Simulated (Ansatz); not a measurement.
```yaml
crystal:
  periodic: [false, false, false]
  atoms:
    - {symbol: Pd, position_ang: [-0.039054, -0.035939, 0.038340]}
    - {symbol: H, position_ang: [1.666989, 0.059266, -0.011508]}
    - {symbol: N, position_ang: [-0.031745, 2.054592, -0.032086]}
    - {symbol: H, position_ang: [-0.858917, 2.401713, -0.455873]}
    - {symbol: H, position_ang: [0.798719, 2.442963, -0.481904]}
    - {symbol: H, position_ang: [-0.023899, 2.415353, 0.874757]}
    - {symbol: H, position_ang: [-1.665383, -0.046440, -0.006734]}
    - {symbol: N, position_ang: [0.012992, -2.083568, 0.015139]}
    - {symbol: H, position_ang: [-0.087127, -2.366572, -0.927119]}
    - {symbol: H, position_ang: [-0.709828, -2.442462, 0.483012]}
    - {symbol: H, position_ang: [0.924425, -2.458644, 0.376110]}
basis:
  gaussian: {orbitals: STO-3G}
hamiltonian: {xc: {name: B97}}
scf: {omitted_lower_state_checks: [starts]}
```

```sh
$ ansatz run in.yaml --threads 4 --pin off --events-out ev --progress --plain --max-ram 3916MiB
```

Shortened log:

```
Functional definition: B97
587 factors; integrals over basis functions are off by at most 9.6e-4 eV
mean field evaluation 1: about -136161.2444 eV, gradient 1.6e1 eV
mean field evaluation 2: about -136161.5159 eV, gradient 1.7e1 eV
mean field evaluation 4: about -136162.6263 eV, gradient 5.1e-1 eV
mean field evaluation 8: about -136162.5902 eV, gradient 2.2e-2 eV
mean field evaluation 16: about -136162.5902 eV, gradient 4.0e-5 eV
mean field -136162.59015893 eV, -5003.8828940221 hartree, gradient 4.0e-5 eV, S^2 0.000000; 0 other end points of the search recorded, 0 dependent functions left out
reference -136162.59017557 eV, -5003.8828946337 hartree; 34, 34 occupied and 11, 11 virtual orbitals, 587 factors
Total energy: -136162.59017557 eV, -5003.8828946337 hartree
Checks for a lower state left out: starts
```

Hardware: 4 threads of Arm Neoverse V1 on a shared host. Wall time 1.9 s.
